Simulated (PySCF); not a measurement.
These are PBE-D3(BJ)/def2-TZVP // PBE0-D4/def2-TZVP (PySCF) values and carry that method's errors. All species are isolated molecules in the gas phase. 

Reference species (SMILES): `[SnH4]` (neutral, multiplicity 1).

| Item | Value |
|---|---|
| HOMO–LUMO gap | 7.64 eV |
| HOMO | -7.93 eV |
| LUMO | -0.29 eV |

Changed species: `[F][Sn]([F])([F])[F]` (4 of 4 H replaced by F; the reference has 0 of 4 H replaced by F).

Task: What does the change do to the HOMO–LUMO gap, HOMO and LUMO?

Result: the HOMO–LUMO gap drops by 2.00 eV, to 5.64 eV; the HOMO falls by 2.32 eV, to -10.25 eV; the LUMO falls by 4.32 eV, to -4.61 eV.
